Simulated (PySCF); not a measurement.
Below is a simulated gas-phase C 1s photoelectron spectrum of `CC(C)(C)BBr`.

Every computed line was given a Gaussian of 1.0 eV full width at half maximum and an area set by the number of equivalent atoms; the highest printed point is 100. Level of theory: PySCF 2.14.0, delta-SCF UKS SCAN, pcX-2 on the ionised atom, pcseg-1 elsewhere, spin-free X2C.

binding energy (eV), intensity and a bar:
```
    288.9          0 
    289.0          0 
    289.1          1 
    289.2          1 
    289.3          2 #
    289.4          4 #
    289.5          7 ##
    289.6         12 ####
    289.7         19 ######
    289.8         28 ########
    289.9         40 ############
    290.0         53 ################
    290.1         67 ####################
    290.2         81 ########################
    290.3         91 ###########################
    290.4         98 #############################
    290.5        100 ##############################
    290.6         96 #############################
    290.7         88 ##########################
    290.8         76 #######################
    290.9         63 ###################
    291.0         49 ###############
    291.1         36 ###########
    291.2         25 #######
    291.3         16 #####
    291.4         10 ###
    291.5          6 ##
    291.6          3 #
    291.7          2 #
    291.8          1 
    291.9          0 
    292.0          0
```

Task: How many maxima does the curve show, and how many computed lines lie under it?

Result: The curve has 1 maximum (at 290.5 eV). Under it lie 2 lines from 2 inequivalent carbon sites. At this width some lines have no maximum of their own.

Task: Decompose the envelope and assign each component. Numbering: `[CH3:1][C:2]([CH3:3])([CH3:4])[BH:5][Br:6]`.

Result: 
| position (eV) | relative area | line | atoms | environment |
| --- | --- | --- | --- | --- |
| 290.37 | 1 | C 1s | C2 | sp3 carbon bound to boron |
| 290.52 | 3 | C 1s | C1/C3/C4 | methyl carbon |

Task: What are the centre and the root-mean-square width of the whole band?

Result: The area-weighted mean of the lines is 290.48 eV. Their own spread about it is 0.07 eV (rms) and each Gaussian has σ = 1.0/2.355 = 0.42 eV; the variances add, which gives 0.43 eV.

The 2 C 1s values lie within 0.15 eV of each other; Gaussian lines of 0.5 eV full width would blend them into one maximum.

No satellites, vibrations or lifetime broadening are included. One atom of each set of topologically equivalent atoms was ionised and stands for the set; in this conformer not all members are related by symmetry, and their own values weren't computed. Geometry: PBE0-D3(BJ)/def2-SVP; no solvent, vibrations or thermal averaging.

Shape of the structure used: `[CH3:1][C:2]([CH3:3])([CH3:4])[BH:5][Br:6]`: C1–C2–B5–Br6 -59°.
